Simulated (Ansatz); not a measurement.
Basis-set extrapolation for `CC1CCC(=O)O1` (PBE0-D4/def2-TZVP geometry, frozen core, the Gaussian-basis code of Ansatz). Multiplicity 1, RHF reference.

```
                      def2-TZVPP   def2-QZVPP
                 HF  -343.881153  -343.896586
    MP2 correlation    -1.290979    -1.380633
CCSD(T) correlation    -1.385498      not run
```

Energies in hartree. Use E(X) = E(∞) + A·exp(−7.88·√X) for Hartree–Fock and E(X) = E(∞) + B·X^(−2.97) for correlation, with X = 3 and 4, and add CCSD(T) minus MP2 of the smaller set to the MP2 limit.

Problem. What is the CCSD(T) energy at the basis-set limit?

Solution. HF limit: -343.896586 + (-0.015433) × 0.13774 = -343.89871. MP2 limit: -1.380633 + (-0.089654) × 0.74074 = -1.44704. Higher-order term: -1.385498 − (-1.290979) = -0.09452. Total: -345.44027 hartree, 455.8 kJ/mol below CCSD(T)/def2-TZVPP.
